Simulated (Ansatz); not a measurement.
`CC[Si]C` → `C[Si]C` + `[CH2]` (triplet) at 400 K and 1 bar (formal loss of a carbene).

Gas-phase electronic energies from Ansatz, PBE0-D4/def2-TZVP geometries. CCSD(T)/CBS is the MP2 limit (def2-TZVPP, def2-QZVPP) plus CCSD(T) − MP2 in def2-TZVPP, frozen cores. This one scheme is used for every species. Triplets are unrestricted, without spin–orbit coupling. One conformer a species, not always the lowest.

| species | CCSD(T)/CBS energy (Eh) | H − E (kJ/mol) | S (J/(mol·K)) |
| --- | --- | --- | --- |
| `CC[Si]C` | -408.00123 | 294.3 | 368.2 |
| `C[Si]C` | -368.74530 | 212.5 | 323.0 |
| `[CH2]` (triplet) | -39.09499 | 59.0 | 205.7 |

H − E and S are ideal-gas, rigid-rotor, harmonic terms from PBE0-D4/def2-TZVP, for one conformer and one mirror image of each species, with the whole ground term of open shells counted as degenerate. 1 Eh = 2625.50 kJ/mol, R = 8.31446 J/(mol·K).

**Question.** By hand: ΔE, ΔH, ΔS and ΔG.

**Answer.** ΔE = (-368.74530) + (-39.09499) − (-408.00123) = 0.16094 Eh = 422.5 kJ/mol. Δ(H − E) = 212.5 + 59.0 − 294.3 = -22.8, so ΔH = 399.7 kJ/mol. ΔS = 323.0 + 205.7 − 368.2 = 160.5 J/(mol·K). ΔG = 399.7 − 400 × (160.5)/1000 = 335.5 kJ/mol.

**Question.** By hand: the equilibrium constant, and the temperature at which ΔG would vanish if ΔH and ΔS stayed fixed.

**Answer.** log₁₀ K = −ΔG/(RT ln 10) = -43.8. ΔG = 0 at ΔH/ΔS = 2490 K.

The number of gas molecules changes by +1, which sets the sign of ΔS. A doubt of 5 kJ/mol in ΔE shifts log₁₀ K by 0.7 here. Other conformers and mirror images would add mixing entropy, several J/(mol·K) or more a flexible species. A triplet takes part, so the spin changes. These are equilibria of isolated gas molecules and say nothing of rates. Largest T1 diagnostic: 0.012 (customary marks: 0.02 for closed shells, 0.045 for open ones).
